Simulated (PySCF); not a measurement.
# One molecule, several mistakes: GeH4NOSi

These are calculations, not measurements. The program is PySCF 2.14.0, an open-source quantum chemistry code, run on an isolated molecule that a program drew, which may never have been made. The molecule is GeH4NOSi (charge 0, doublet), drawn as the SMILES string `N[Si](=O)[GeH2]`.

Each row is a Hartree-Fock (HF) and frozen-core CCSD(T) single point in the cc-pV(D+d)Z basis, meant for a local HF minimum. Run 1 is clean. Each other run has one planted mistake out of seven kinds, and not every kind appears here: one electron removed, one electron added, multiplicity raised by two, geometry at a saddle point, minimal basis STO-3G, one bond length entered in bohr, all coordinates scaled. The reference is restricted for singlets and unrestricted otherwise, and also for a bond in bohr. Adding or removing an electron swaps singlet and doublet. Electrons count all cores. HOMO and LUMO are orbital energies over both spins, the gradient is its largest component, and the lowest frequency (negative if imaginary) is given only where the gradient is small. Bond lengths are over the 7 bonds as drawn. T1 is the CCSD diagnostic: over 0.02 (restricted) or 0.045 (unrestricted) a single reference is doubtful. Germanium has the cc-pVDZ-PP basis, with a core potential (ECP10MDF) in place of its 10 inner electrons, and its 3s, 3p and 3d shells are frozen in CCSD(T).

Geometry of the clean run:
```xyz
8
GeH4NOSi, angstrom
N     0.2227    0.7387   -0.0570
Si    0.3054   -0.4635   -1.2178
O     1.5325   -1.2526   -1.5626
Ge   -1.8277   -0.8634   -2.1581
H     1.0211    1.0095    0.4866
H    -0.5961    1.2763    0.1490
H    -2.8087    0.3079   -2.0394
H    -1.7996   -1.4244   -3.5756
```

```
run  electrons  basis functions  <S^2>  HOMO (eV)  LUMO (eV)  gradient (hartree/bohr)  lowest frequency (cm^-1)  mean bond (Å)  longest bond (Å)      T1  HF (hartree)  CCSD(T) (hartree)                     mistake
  1         65               94  0.760      -9.04       0.23                  3.1e-05                       133         1.5141             2.365  0.0193    -713.97506         -714.55091                    no fault
  2         65               94  3.777      -4.67       0.19                  1.8e-01                         -         1.5141             2.365  0.0508    -713.81544         -714.34721  multiplicity raised by two
  3         64               94  0.000     -16.05      -7.47                  4.6e-02                         -         1.5141             2.365  0.0291    -713.67182         -714.24809        one electron removed
  4         66               94  0.000      -1.30       8.02                  4.6e-02                         -         1.5141             2.365  0.0171    -713.99228         -714.59227                           ?
```

**Which mistake was planted in run 4, and what did it cost?**

It counts 66 electrons, one more than the clean run, at the same geometry and basis. So the mistake is: one electron added. Subtracting run 1 and multiplying by 627.51 kcal/mol a hartree, the energy moved by -10.8 kcal/mol in HF and -26.0 kcal/mol in CCSD(T).

Cautions from the logs. Run 2: T1 is over the limit, so its CCSD(T) energy is less reliable; run 3: T1 is over the limit, so its CCSD(T) energy is less reliable.
